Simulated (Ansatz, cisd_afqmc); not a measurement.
System: Mn, charge 0, sextet.

Total energies in def2-QZVPP, 7 correlated electrons, 9 frozen orbitals. Radicals and triplets start from unrestricted determinants; spin-orbit coupling is neglected. Correlated methods leave the cores frozen (noble-gas shells, and filled d and f shells in the p block). No relativity. AFQMC is phaseless with a CISD trial state; ± is one standard error, without the phaseless bias. Outlying blocks are dropped, and bars are widened where a walk drifts. Over all cases where full CI ran beside it in this data, AFQMC minus full CI had a median of +0.1 mEh and passed +0.4 mEh in a tenth of the cases. Open-shell metal atoms are single determinants of the lowest configuration found, not pure terms.

```json
[
 {"method": "HF", "program": "Ansatz", "energy (Eh)": "-1149.86901", "minus CCSDT(Q) (mEh)": "143.71"},
 {"method": "MP2", "program": "Ansatz", "energy (Eh)": "-1149.99412", "minus CCSDT(Q) (mEh)": "18.60"},
 {"method": "CCSD", "program": "Ansatz", "energy (Eh)": "-1150.00769", "minus CCSDT(Q) (mEh)": "5.03"},
 {"method": "CCSD(T)", "program": "Ansatz", "energy (Eh)": "-1150.01213", "minus CCSDT(Q) (mEh)": "0.59"},
 {"method": "CCSDT(Q)", "program": "Ansatz", "energy (Eh)": "-1150.01272", "minus CCSDT(Q) (mEh)": "0.00"},
 {"method": "AFQMC/CISD", "program": "cisd_afqmc", "energy (Eh)": "-1150.0124 ± 0.0002", "minus CCSDT(Q) (mEh)": "0.3 ± 0.2"}
]
```

Ansatz is a quantum-chemistry and plane-wave program.
